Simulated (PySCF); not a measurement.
The numbers are results of PBE0-D3(BJ)/def2-TZVP (PySCF), not measurements. All species are isolated molecules in the gas phase. One relaxed conformer stands for a flexible species; it need not be the lowest. Delta-SCF ions had no search for a lower state. Excitations are Tamm–Dancoff values on a coarser integration grid. The basis has no diffuse functions, so Rydberg states are missing or too high.

Reference species (SMILES): `[SiH3][Si@@H]1C[SiH2]1` (neutral, multiplicity 1).

```yaml
T1 excitation (TDA): 4.06 eV
vertical ionisation energy (Delta-SCF): 8.47 eV
LUMO: -0.49 eV
```

After one change: the T1 excitation (TDA) falls by 2.33 eV; the vertical ionisation energy (Delta-SCF) decreases by 0.83 eV; the LUMO decreases by 1.39 eV.

### Question
Which change was made? The new species is one of these.
(A) `C[SiH2][SiH]=[SiH2]` (C–Si–Si–Si torsion 105°)
(B) `[SiH2]=C([SiH3])[SiH3]`
(C) `C[Si](=[SiH2])[SiH3]`
(D) `[SiH3]/C=[SiH]\[SiH3]`

### Answer
A, `C[SiH2][SiH]=[SiH2]` (C–Si–Si–Si torsion 105°)
